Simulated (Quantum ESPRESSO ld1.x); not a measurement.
Zn4+, configuration [Ar] 3d8. All-electron calculation, Dirac Kohn-Sham, LDA (Slater exchange, Perdew-Zunger correlation), spin-unpolarised, spherical densities, point nucleus; open shells fill j = l - 1/2 first. Program: ld1.x of Quantum ESPRESSO 7.5.

Normalised radial functions P(r) = r R(r) (large component), r in bohr:

| r | 4s1/2 |
|---|---|
| 0.002178 | 0.0325 |
| 0.003224 | 0.0461 |
| 0.004809 | 0.0647 |
| 0.007118 | 0.0881 |
| 0.01053 | 0.1155 |
| 0.01571 | 0.1428 |
| 0.02326 | 0.1584 |
| 0.03442 | 0.1439 |
| 0.05134 | 0.0736 |
| 0.07599 | -0.0600 |
| 0.1125 | -0.2152 |
| 0.1678 | -0.2650 |
| 0.2483 | -0.0686 |
| 0.3674 | 0.2944 |
| 0.5482 | 0.4240 |
| 0.8112 | 0.0118 |
| 1.201 | -0.6256 |
| 1.791 | -0.8395 |
| 2.651 | -0.4754 |
| 3.923 | -0.1077 |
| 5.852 | -0.0067 |

4s1/2 (empty): eigenvalue -49.538 eV, 3 radial nodes at r = 0.0650, 0.269, 0.817 bohr, <r> = 1.84 bohr, 90 % of the charge inside 2.66 bohr.
